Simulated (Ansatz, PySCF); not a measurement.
Pulling on the Be1–H2 bond in CH4Be (SMILES [BeH][CH3]) (multiplicity 1 held, fragments rigid). Energies count from the point at 1.332 Å.
Geometry at that point (charge 0, multiplicity 1):
| atom | x (Å) | y (Å) | z (Å) |
|---|---|---|---|
| Be | -0.9385 | -0.4948 | -0.1342 |
| H | -2.1072 | -1.1109 | -0.3012 |
| C | 0.5312 | 0.2800 | 0.0759 |
| H | 1.0155 | -0.0062 | 1.0158 |
| H | 0.4218 | 1.3697 | 0.0949 |
| H | 1.2371 | 0.0463 | -0.7283 |

R- and RO- levels are restricted; in cc, def2 and unpolarised 6-31G sets they are followed outwards from rest. U- levels take the lowest unrestricted solution at each point, which mixes spins at long bonds. Active spaces are followed from a long bond inwards. Levels need not reach the same state.

Frozen-core correlation. Rows in 6-31G* carry no dispersion term and start afresh at each structure (6-31G* with six Cartesian d functions). MP2/6-31G* freezes PySCF's default core, which is smaller on s-block atoms.

Programs: Ansatz (a program for electronic structure); PySCF for 6-31G* rows. Values without a source in brackets are computed.

Energies in kcal/mol.

| R (Å) | R-HF/aug-cc-pVTZ | R-PBE/aug-cc-pVTZ | U-wB97X-V/aug-cc-pVTZ | R-MP2/6-31G* | CASSCF(2,2)/aug-cc-pVTZ |
|---|---|---|---|---|---|
| 1.065 | 19.5 | 19.3 | 19.2 | 20.0 | 20.6 |
| 1.199 | 4.1 | 4.2 | 4.1 | 4.2 | 4.9 |
| 1.332 | 0.0 | 0.0 | 0.0 | 0.0 | 0.0 |
| 1.465 | 2.5 | 2.1 | 2.4 | 2.5 | 1.4 |
| 1.598 | 8.9 | 7.8 | 8.5 | 8.9 | 6.3 |
| 1.798 | 22.0 | 19.5 | 21.0 | 22.0 | 17.0 |
| 1.998 | 36.7 | 32.4 | 35.1 | 36.6 | 28.8 |
| 2.330 | 60.9 | 53.0 | 58.2 | 59.9 | 47.1 |
| 2.663 | 82.5 | 70.4 | 78.1 | 80.1 | 61.4 |
| 3.063 | 104.1 | 86.7 | 90.3 | 99.4 | 72.5 |
| 3.596 | 126.4 | 101.6 | 95.6 | 116.7 | 79.5 |
| 4.261 | 146.2 | 112.4 | 96.9 | 125.2 | 82.1 |

Doubts at one or more of the structures used: a restricted determinant that unrestricted orbitals would lower (R-HF/aug-cc-pVTZ, R-PBE/aug-cc-pVTZ, R-MP2/6-31G*); a spin-contaminated determinant (U-wB97X-V/aug-cc-pVTZ).
